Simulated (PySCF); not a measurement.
# Cost of excited-state runs on SMILES C1CC(=NN[SiH3])CC1, C$_{5}$H$_{12}$N$_{2}$Si

Geometry:
```
atom   x (Å)   y (Å)   z (Å)
 Si1   3.728  -0.007  -0.401
  N2   2.045  -0.411  -0.392
  N3   1.146   0.462   0.113
  C4  -0.100   0.264   0.023
  C5  -0.840  -0.897  -0.611
  C6  -2.311  -0.482  -0.542
  C7  -2.384   0.426   0.686
  C8  -1.089   1.233   0.607
  H9   4.002   1.130  -1.286
 H10   4.139   0.310   0.965
 H11   4.348  -1.231  -0.912
 H12   1.671  -1.227  -0.868
 H13  -0.510  -1.085  -1.636
 H14  -0.663  -1.806  -0.027
 H15  -2.575   0.088  -1.435
 H16  -2.983  -1.336  -0.471
 H17  -2.390  -0.179   1.594
 H18  -3.273   1.055   0.686
 H19  -0.756   1.620   1.568
 H20  -1.209   2.081  -0.073
```

PySCF with density fitting, on 1 thread of an Arm Neoverse V1, shared host. Command: `OMP_NUM_THREADS=1 python excited_run.py task.json out`

Task: How long does each of these runs take, and how much memory?
- magnetisability and related constants, B3LYP/pcSseg-1; isotopologues
- magnetisability and related constants, HSE06/6-31G; usual settings

Result: 
| run | level | basis functions | wall time | peak memory (GiB) |
| --- | --- | --- | --- | --- |
| magnetisability and related constants | B3LYP/pcSseg-1 | 203 | 40 s | 0.93 |
| magnetisability and related constants | HSE06/6-31G | 100 | 38 s | 0.61 |

Times from a shared host are rough.
